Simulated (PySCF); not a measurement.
**Identify the compound**

An unknown has the formula C$_{3}$H$_{3}$F$_{3}$O. Its calculated NMR data are:

¹H NMR (500 MHz, computed): δ 6.51 (m, 1H), 3.07 (m, 1H), 2.89 (m, 1H).

¹³C{¹H} NMR (computed): δ 117.4, 93.2, 46.3.

How the numbers were obtained: geometry from GFN2-xTB, NMR shieldings at PBE0/pcSseg-1/GIAO, in PySCF (no relativistic terms, in vacuum, single conformer).

δ = σ(ref) − σ, references computed at the same level: TMS for ¹H (σ = 31.72 ppm), ¹³C (σ = 186.93 ppm).

Question: Choose the structure that fits.
A. FC(F)[C@]1(F)CO1
B. C=C(F)OC(F)F
C. FC(F)(F)[C@@H]1CO1
D. O=CCC(F)(F)F

Answer: A. 

The formula gives 1 degree of unsaturation (1 ring in the answer). 3 carbon signals for 3 carbons: no two carbons are equivalent. Carbon types of the structure: 1 × C, 1 × CH, 1 × CH2, which accounts for all hydrogens. δC 117.4: sp3 CH bonded to 2 F; 2 electronegative neighbours deshield it. δC 93.2, 46.3: epoxide ring carbon. δH 6.51: hydrogen on an sp3 CH bonded to 2 F; its carbon carries F, an electronegative neighbour. δH 3.07, 2.89: hydrogen on an epoxide ring carbon; its carbon carries O, which withdraws density.

The others: O=CCC(F)(F)F would give 2 signals for carbon-bound and other non-exchanging H, not 3; C=C(F)OC(F)F has carbons computed at 167.9, 120.1, 75.2; FC(F)(F)[C@@H]1CO1 has carbons computed at 132.9, 47.9, 41.4.

Splittings by ¹⁹F in the carbon and heteronuclear signals aren't shown, as no couplings were computed. Shifts are as computed. Against solution values, carbons near 30 ppm lie about +3 ppm off and those near 130 ppm about +5 ppm. Of 1313 compounds with measured shifts, 239 miss one by over three times the rms of a fit or turn the order of signals round; such compounds aren't used in these exercises. No couplings were computed; multiplicities are counted from neighbouring protons, with m where these are inequivalent, close in shift, in a saturated or five-membered ring or joined by F or P, and br s for small geminal =CH2 splittings.
